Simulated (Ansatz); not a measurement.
Start from `CC(C)(C)[O][Ge][F]` and change one atom or group to get `CC(C)(C)C`.

Ansatz, PBE0-D4/def2-TZVP geometries, multiplicity 1. Each molecule was computed in one conformer, which needn't be the lowest.

Scalar relativity is left out up to krypton.

```csv
property,`CC(C)(C)[O][Ge][F]`
HOMO–LUMO gap (PBE/def2-TZVPP) / eV,4.07
size of the dipole moment (PBE/def2-TZVPP) / D,1.07
HOMO energy (PBE0/def2-TZVPP) / eV,-7.96
HOMO energy (PBE/def2-TZVPP) / eV,-6.66
LUMO energy (PBE0/def2-TZVPP) / eV,-1.84
HOMO–LUMO gap (ωB97M-V/def2-TZVPP) / eV,10.34
```

Problem. What does the change do to each property? (Estimate.)

Solution. The calculation gave: 
```json
{"property": "HOMO–LUMO gap (PBE/def2-TZVPP) / eV", "`CC(C)(C)C`": "7.85", "shift": "3.78"}
{"property": "size of the dipole moment (PBE/def2-TZVPP) / D", "`CC(C)(C)C`": "0.00", "shift": "-1.07"}
{"property": "HOMO energy (PBE0/def2-TZVPP) / eV", "`CC(C)(C)C`": "-8.99", "shift": "-1.03"}
{"property": "HOMO energy (PBE/def2-TZVPP) / eV", "`CC(C)(C)C`": "-7.64", "shift": "-0.98"}
{"property": "LUMO energy (PBE0/def2-TZVPP) / eV", "`CC(C)(C)C`": "0.99", "shift": "2.83"}
{"property": "HOMO–LUMO gap (ωB97M-V/def2-TZVPP) / eV", "`CC(C)(C)C`": "13.70", "shift": "3.36"}
```

With PBE0 the HOMO falls by 1.03 eV and the LUMO rises by 2.83 eV, so the gap widens by about 3.86 eV. PBE moves the HOMO by -0.98 eV and ωB97M-V by -1.08 eV.
